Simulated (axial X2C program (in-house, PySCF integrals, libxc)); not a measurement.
Outer orbitals of TaH at 1.773 Å, HF

Computed with an in-house all-electron X2C program for linear molecules (integrals from PySCF). Spin-free means the one-electron spin-free X2C Hamiltonian; two-component (2c) means X2C with spin–orbit coupling and atomic mean-field two-electron Coulomb and Gaunt terms, so the difference of the two also holds small scalar two-electron terms. Basis: Ta dyall-cv3z [13s14p9d7f4g], H dyall-v3z [6s2p1d] (cores contracted in-house); Gaussian nuclei, density fitting, unrestricted open shells. Masses: Ta 180.948 u, H 1.008 u.

The distance is close to the 2c PBE0 minimum; the highest filled and lowest empty levels are listed.

Spin-free orbitals, state M_S = 2, Λ = 2 (beyond evenly filled blocks: σα, π+α, π-α, δ+α) (Löwdin shares):

```
symmetry  occupied  ε (eV)              atomic character
      σα       yes  -11.36   55% H s, 23% Ta s, 15% Ta d
      σβ       yes  -10.49   60% H s, 15% Ta s, 14% Ta d
     δ+α       yes   -8.78                     100% Ta d
     π+α       yes   -8.53             94% Ta d, 3% Ta p
     π-α       yes   -8.03     94% Ta d, 3% Ta p, 2% H p
      σα       yes   -7.59  55% Ta s, 23% Ta d, 17% Ta p
     π+α        no    0.36                      97% Ta p
      σβ        no    0.50   69% Ta s, 24% Ta p, 5% Ta d
     π-α        no    0.55                      98% Ta p
      σα        no    0.82            74% Ta p, 24% Ta d
```

The lowest two-component determinant found has another configuration (Ω = 1 (⟨Sz⟩ = 1.98, ⟨Lz⟩ = -0.98 at HF)), so the levels differ by more than spin–orbit coupling. Its spinors:

```json
{"ω": "1/2", "occupied": "yes", "ε (eV)": "-11.47", "atomic character": "56% H s, 18% Ta d, 17% Ta s", "λ mixture": "100% σ"}
{"ω": "-1/2", "occupied": "yes", "ε (eV)": "-11.05", "atomic character": "59% H s, 17% Ta d, 14% Ta s", "λ mixture": "99% σ, 1% π"}
{"ω": "-3/2", "occupied": "yes", "ε (eV)": "-8.45", "atomic character": "100% Ta d", "λ mixture": "99% δ, 1% π"}
{"ω": "-1/2", "occupied": "yes", "ε (eV)": "-7.99", "atomic character": "91% Ta d, 6% Ta p", "λ mixture": "98% π, 2% σ"}
{"ω": "1/2", "occupied": "yes", "ε (eV)": "-7.81", "atomic character": "59% Ta s, 26% Ta d, 11% Ta p", "λ mixture": "100% σ"}
{"ω": "5/2", "occupied": "yes", "ε (eV)": "-7.43", "atomic character": "100% Ta d", "λ mixture": "100% δ"}
{"ω": "-1/2", "occupied": "no", "ε (eV)": "0.37", "atomic character": "69% Ta p, 27% Ta s, 2% Ta d", "λ mixture": "56% π, 44% σ"}
{"ω": "3/2", "occupied": "no", "ε (eV)": "0.50", "atomic character": "95% Ta p, 5% Ta d", "λ mixture": "100% π"}
{"ω": "-1/2", "occupied": "no", "ε (eV)": "0.52", "atomic character": "65% Ta p, 32% Ta s", "λ mixture": "56% σ, 44% π"}
{"ω": "1/2", "occupied": "no", "ε (eV)": "0.61", "atomic character": "74% Ta p, 23% Ta d", "λ mixture": "100% σ"}
```

Task: How does the gap between the highest filled and lowest empty level change from the spin-free to the 2c table?

Result: From 7.95 to 7.80 eV at HF, a change of -0.15 eV.

Mulliken charges and populations of the two-component result (they depend on the basis, above all on diffuse functions):

Ta 0.23 e (s 10.99 p 24.24 d 23.51 f 14.02), H -0.23 e (s 1.22 p 0.02). ⟨Lz⟩ = -0.98 ħ and ⟨Sz⟩ = 1.98 ħ (2.01 and -0.03 on the two atoms), which add up to Ω.

One determinant describes the state; a PBE0 search over occupations chose it and may have missed a lower one. Other states lie close and PBE0, whose exact exchange favours high spin, may order them wrongly; the determinant shown need not be the ground state. The nearest other spin-free determinant of the search, M_S = 2, Λ = 1, lies 0.03 eV up at the distance of the search. With several unpaired electrons one determinant need not be a pure state. Open-shell Ω = 0 determinants with evenly filled partner blocks cannot be reached by this program, so the Ω shown need not be the lowest component.
